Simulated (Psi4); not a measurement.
Pair of molecules: CO2 (SMILES O=C=O) (first 3 atoms) with H2S (SMILES S); geometry from B3LYP-D3(BJ)/def2-TZVP, rigid monomers moved along the line of their centres of mass till C2···S4 is 6.11 Å.
(charge 0, multiplicity 1):
```xyz
6

O      0.87781    -0.37904    -0.13047
C     -0.00268     0.32793     0.13379
O     -0.88201     1.04497     0.37378
S      0.27221    -1.39857     5.98360
H      0.12774    -0.14851     6.45162
H      1.61221    -1.33341     6.03581
```

All values below come from SAPT0/jun-cc-pV(D+d)Z (Psi4 1.11).

Give the four SAPT terms and the total, and say what mostly holds the pair together.

electrostatics -0.13, exchange 0.00, induction 0.00, dispersion -0.03, total -0.16 kcal/mol; the largest attraction is electrostatics.
